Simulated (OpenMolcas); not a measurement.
# As⁺: input and output

Input:

```
&GATEWAY
Coord
1

As 0.0 0.0 0.0
Basis=ANO-RCC
Group=XYZ
NoMove
AngMom=0.0 0.0 0.0
AMFI
&SEWARD
&RASSCF
FileOrb=start.orb
Symmetry=1
Spin=3
nActEl=4 0 0
Inactive=8 6
Ras2=1 3
CIRoot=6 6 1
SDav=6
CIMx=300
Iter=120 100
PrWF=0.3
OrbListing=Nothing
MaxOrb=0
Atom
>>> COPY $Project.JobIph JOBPRE
&RASSCF
FileOrb=start.orb
Symmetry=1
Spin=3
nActEl=4 0 0
Inactive=8 6
Ras2=2 6
CIRoot=3 3 1
SDav=186
CIMx=300
Iter=120 100
PrWF=0.3
OrbListing=Nothing
MaxOrb=0
Atom
>>> COPY $Project.JobIph JOB001
&RASSCF
FileOrb=start.orb
Symmetry=1
Spin=1
nActEl=4 0 0
Inactive=8 6
Ras2=2 6
CIRoot=6 6 1
SDav=184
CIMx=300
Iter=120 100
PrWF=0.3
OrbListing=Nothing
MaxOrb=0
Atom
>>> COPY $Project.JobIph JOB002
&RASSCF
FileOrb=start.orb
Symmetry=2
Spin=5
nActEl=4 0 0
Inactive=8 6
Ras2=2 6
CIRoot=1 1 1
SDav=40
CIMx=300
Iter=120 100
PrWF=0.3
OrbListing=Nothing
MaxOrb=0
Atom
>>> COPY $Project.JobIph JOB003
&RASSCF
FileOrb=start.orb
Symmetry=2
Spin=3
nActEl=4 0 0
Inactive=8 6
Ras2=2 6
CIRoot=9 9 1
SDav=192
CIMx=300
Iter=120 100
PrWF=0.3
OrbListing=Nothing
MaxOrb=0
Atom
>>> COPY $Project.JobIph JOB004
&RASSCF
FileOrb=start.orb
Symmetry=2
Spin=1
nActEl=4 0 0
Inactive=8 6
Ras2=2 6
CIRoot=8 8 1
SDav=152
CIMx=300
Iter=120 100
PrWF=0.3
OrbListing=Nothing
MaxOrb=0
Atom
>>> COPY $Project.JobIph JOB005
&RASSI
NrOfJobIphs=5 3 6 1 9 8
1 2 3
1 2 3 4 5 6
1
1 2 3 4 5 6 7 8 9
1 2 3 4 5 6 7 8
IphNames
JOB001
JOB002
JOB003
JOB004
JOB005
EJob
SpinOrbit
DIPRint=1.0
SOCoupling=1000.0
Subsets=2
MEES
Property=10
'ANGMOM' 1 'ANGMOM' 2 'ANGMOM' 3 'MLTPL  1' 1 'MLTPL  1' 2 'MLTPL  1' 3
'AMFI' 1 'AMFI' 2 'AMFI' 3 'MLTPL  2' 6
SOProperty=3
'ANGMOM' 1 'ANGMOM' 2 'ANGMOM' 3
```

Launched by
```bash
OMP_NUM_THREADS=1 MOLCAS_MEM=2252 MOLCAS_PROJECT=a pymolcas a.inp > a.log  # once for each step of the input, in one work folder
```

A driver script runs the steps one by one and writes start.orb anew before each from the orbitals found so far.

Output, cut to the results:

```
--- SEWARD ---
Basis set label: AS.ANO-RCC.........

      Electronic valence basis set:
      ------------------
      Associated Effective Charge  33.000000 au
      Associated Actual Charge     33.000000 au
      Nuclear Model: Point charge

      Shell  nPrim  nBasis  Cartesian Spherical Contaminant
         s      20       9        X
         p      17       8        X
         d      11       6                 X
         f       4       4                 X
         g       2       2                 X
                  Relativistic Douglas-Kroll-Hess integrals:
                    - DKH order of Hamiltonian: 2
                    - DKH order of Properties : 0
                  Atomic mean-field integrals
--- RASSCF ---
Wave function specifications:
      -----------------------------

      Number of closed shell electrons          28
      Number of electrons in active shells       4
      Max number of holes in RAS1 space          0
      Max nr of electrons in RAS3 space          0
      Number of inactive orbitals               14
      Number of active orbitals                  8
      Number of secondary orbitals              87
      Spin quantum number                      1.0
      State symmetry                             1
Orbital specifications:
      -----------------------

      Symmetry species                           1   2
                                                ag  au
      Frozen orbitals                            0   0
      Inactive orbitals                          8   6
      Active orbitals                            2   6
      RAS1 orbitals                              0   0
      RAS2 orbitals                              2   6
      RAS3 orbitals                              0   0
      Secondary orbitals                        47  40
      Deleted orbitals                           0   0
      Number of basis functions                 57  52
      Number of CSFs                           186
      Number of root(s) required                 3
      Iter CI   SX   CI       RASSCF       Energy    max ROT     max BLB   max BLB  Level Ln srch  Step   QN
          iter iter root      energy       change     param      element    value   shift minimum  type update
 Nr of preliminary CI iterations:   1
      Total energies have been shifted. Add                -2000.00 au
        1   1   28    0  -258.61088231    0.00E+00   5.24E-01*   4  16 1 -1.38E-02*  0.00   0.00    SX    NO
        2   1   12    0  -258.61618635   -5.30E-03*  9.85E-02    4  36 1 -9.41E-03*  0.00   0.00    SX    NO
        3   1   11    0  -258.61658466   -3.98E-04*  3.47E-02    4  36 1  6.74E-03*  0.00   0.00    SX    NO
        4   1   11    0  -258.61665745   -7.28E-05*  1.47E-02    4  36 1 -4.96E-03*  0.00   0.00    SX    NO
        5   1   10    0  -258.61667373   -1.63E-05*  4.45E-03    4  36 1  3.55E-03*  0.00   0.62    QN   YES
        6   1    9    0  -258.61668542   -1.17E-05*  3.89E-03    4  36 1  2.18E-04*  0.00   1.10    QN   YES
        7   1    7    0  -258.61668590   -4.87E-07* -1.59E-03    4  16 1 -5.66E-05   0.00   1.29    QN   YES
        8   1    6    0  -258.61668595   -4.37E-08*  3.00E-05    4  19 2  1.41E-05   0.00   0.97    QN   YES
        9   1    5    0  -258.61668595   -1.35E-10   1.57E-05    4  16 1 -8.26E-06   0.00   0.61    QN   YES
      Convergence after  9 iterations
       10   1    5    0  -258.61668595   -7.91E-11   1.57E-05    4  16 1 -2.99E-06   0.00   0.61    QN   YES
      Natural orbitals and occupation numbers for root  1
      sym 1:   1.968332   0.002972
      sym 2:   0.025704   0.999069   0.999069   0.000080   0.002386   0.002386
      Natural orbitals and occupation numbers for root  2
      sym 1:   1.968332   0.002972
      sym 2:   0.999069   0.025704   0.999069   0.002386   0.000080   0.002386
      Natural orbitals and occupation numbers for root  3
      sym 1:   1.968332   0.002972
      sym 2:   0.999069   0.999069   0.025704   0.002386   0.002386   0.000080
::    RASSCF root number  1 Total energy:  -2258.61668595
::    RASSCF root number  2 Total energy:  -2258.61668595
::    RASSCF root number  3 Total energy:  -2258.61668595
--- RASSCF ---
Wave function specifications:
      -----------------------------

      Number of closed shell electrons          28
      Number of electrons in active shells       4
      Max number of holes in RAS1 space          0
      Max nr of electrons in RAS3 space          0
...
--- RASSI ---
SPIN-FREE ENERGIES:
  (Shifted by EMIN (a.u.) =      -2258.6166859488)

 SF State       Relative EMIN(au)   Rel lowest level(eV)    D:o, cm**(-1)      L_eff

     1             0.0000000000        0.0000000000              0.0000         1.0
     2             0.0000000000        0.0000000000              0.0000         1.0
     3             0.0000000000        0.0000000000              0.0000         1.0
     4             0.0476149199        1.2956679765          10450.2670         2.0
     5             0.0476149199        1.2956679765          10450.2670         2.0
     6             0.0476149199        1.2956679765          10450.2670         2.0
     7             0.0476149199        1.2956679765          10450.2670         2.0
     8             0.0476149199        1.2956679765          10450.2670         2.0
     9             0.0886501528        2.4122935488          19456.4596         0.0
    10             0.1940551084        5.2805085067          42590.1734         0.0
    20             0.3531977828        9.6110012888          77517.9532         1.0
    21             0.3531977828        9.6110012888          77517.9532         1.0
    22             0.3531977828        9.6110012888          77517.9532         1.0
    14             0.3581395677        9.7454741077          78602.5496         2.0
    15             0.3581395677        9.7454741077          78602.5496         2.0
    11             0.3581395677        9.7454741077          78602.5496         2.0
    12             0.3581395677        9.7454741077          78602.5496         2.0
    13             0.3581395677        9.7454741077          78602.5496         2.0
    16             0.4032216523       10.9722201222          88496.9235         1.0
    17             0.4032216523       10.9722201222          88496.9235         1.0
    18             0.4032216523       10.9722201222          88496.9235         1.0
...
```

Levels above the lowest, from the spin-orbit matrix, grouped by J:

```csv
Configuration,Term,J,E (eV),Measured (eV),g,Term weight %
4s² 4p²,³P,0,0.0000,0.0000,,99
4s² 4p²,³P,1,0.1117,0.1319,1.501,100
4s² 4p²,³P,2,0.2745,0.3151,1.496,99
4s² 4p²,¹D,2,1.5075,1.2517,1.005,99
4s² 4p²,¹S,0,2.6357,2.8019,,99
4s 4p³,⁵S°,2,5.4746,6.7965,2.002,100
```

Against the 5 measured excited levels shown (NIST Handbook of Basic Atomic Spectroscopic Data) the mean absolute deviation is 2900 cm-1; the largest miss in energy is 4s 4p³ ⁵S°₂: computed 5.4746, measured 6.7965 eV (-19.4 %).

Without dynamic correlation excited terms often stand tens of per cent too high (terms of higher spin than the ground term too low), and those without a measured partner can miss by more than the paired ones. The run also gave levels led by 4s² 4p 5s, which use shells meant for correlation; these and all levels above them are left out. Terms of s pⁿ other than that of highest spin mix with s² pⁿ⁻² d, which this space lacks; all of them can be thousands of cm-1 off, and some have no real level of that name. Measured partners are found by configuration, term and J. A level has none where our copy of the source lacks it or the pairing is in doubt (some pairs that miss far off the trend of their configuration count as doubtful), and it then counts in no deviation. Levels of configurations outside the active space are missing. The first state left out of the spin-orbit step lies near 95000 cm-1 above the lowest spin-free state of the reference (among the parities and spins computed), and the list stops at four fifths of that energy or lower.

The RASSCF and RASSI steps took 51 s on 1 thread of Intel(R) Xeon(R) Platinum 8488C (Sapphire Rapids), on a shared host; the integral step is not counted.

The term weight is that of the spin-free term in the level, not the purity of its configuration. ° marks odd parity.
